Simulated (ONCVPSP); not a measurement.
# Potentials for cobalt compared

Generated with ld1.x 7.5 (TM, RRKJ, ultrasoft, PAW), atompaw 4.2 or ONCVPSP 4.0.1. The cutoff is in Ry: for ld1.x and atompaw files where the sum of valence levels is converged to 10 mRy in a Bessel basis, for ONCV files where the hardest occupied wave has 1 mHa per electron of residual kinetic energy. The error is the largest all-electron minus pseudo excitation energy over each file’s own four to seven test configurations (ionisations up to +4, promotions, holes and added fractions of an electron), all of which were solved. The labels leave out finer settings (local radius, basis sizes, second energies), which also bear on the numbers. Spin-polarised tests are not counted. The rows are a selection from randomly drawn settings: files with unsolved tests, undetermined cutoffs or missed reference levels are left out.

A true bound ghost makes a file unfit for plane-wave use even where its test errors are small: the radial tests pick states by their node count and pass the ghost by.

| potential | cutoff (Ry) | largest error (meV) | bound ghosts |
| --- | --- | --- | --- |
| ONCV, PBE, scalar-relativistic, rc 1.15/0.80/1.75 (spd), local smoothed, core correction yes, reference 3s2 3p6 3d7 4s2, qcut 11.4/9/7.9, projectors 2/2/2 | 202 | +143 | none |
| ONCV, LDA (Perdew-Zunger), non-relativistic, rc 1.35/1.25/1.40 (spd), local smoothed, core correction yes, reference 3s2 3p6 3d7 4s2, qcut 10.3/14/13.1, projectors 2/1/1 | 118 | +11 | none |
| ONCV, LDA (Perdew-Wang 92), scalar-relativistic, rc 1.00/0.85/1.55 (spd), local smoothed, core correction yes, reference 3s2 3p6 3d6, qcut 14.8/11.8/9.8, projectors 3/3/2 | 128 | +197 | none |
| ONCV, PBEsol, scalar-relativistic, rc 1.75/1.10/0.80/1.65 (spdf), local smoothed, core correction yes, reference 3p6 3d7 4s1.5, qcut 3.4/12.1/12.1/6.5, projectors 1/1/2/2 | 715 | -31 | s |
| ONCV, LDA (Perdew-Wang 92), scalar-relativistic, rc 1.50/0.85/0.85 (spd), local d, core correction yes, reference 3s2 3p6 3d8 4s1, qcut 9.1/7.9/16.9, projectors 2/2/0 | 219 | +2.6 | none |
| ONCV, BLYP, scalar-relativistic, rc 1.10/0.70/0.90/1.00 (spdf), local smoothed, core correction yes, reference 3s2 3p6 3d7 4s2, qcut 8.2/12.1/15.6/12.9, projectors 2/2/1/1 | 194 | -9.9 | none |

Question: Fill in the row for Co: ONCV, PBEsol, scalar-relativistic, rc 2.35/1.00/1.00 (spd), local d, core correction yes, reference 3p6 3d7 4s2, qcut 2.9/14.9/17.9, projectors 2/1/0.

Answer: cutoff 211 Ry, largest error -57 meV, bound ghosts: s.
